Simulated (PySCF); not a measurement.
## In²⁺: ionisation energy

In²⁺ [Kr] 4d10 5s1 (2S) → In³⁺ [Kr] 4d10 (1S), as a difference of total energies. Calculation: PySCF 2.14, in dyall-av2z (22s16p12d, 130 functions); the non-relativistic Hamiltonian (point nucleus). The calculations carry no spin-orbit coupling.

```json
{"method": "UHF", "ionisation energy (eV)": "25.562"}
{"method": "LDA", "ionisation energy (eV)": "27.767"}
{"method": "PBE", "ionisation energy (eV)": "27.384"}
{"method": "PBE0", "ionisation energy (eV)": "27.044"}
{"method": "r2SCAN", "ionisation energy (eV)": "27.033"}
{"method": "M06", "ionisation energy (eV)": "26.786"}
{"method": "HSE06", "ionisation energy (eV)": "27.097"}
{"method": "CAM-B3LYP", "ionisation energy (eV)": "27.346"}
```

These non-relativistic numbers lack the scalar-relativistic shift.

For comparison: 28.044 eV (measured; NIST Atomic Spectra Database, ionization energies).
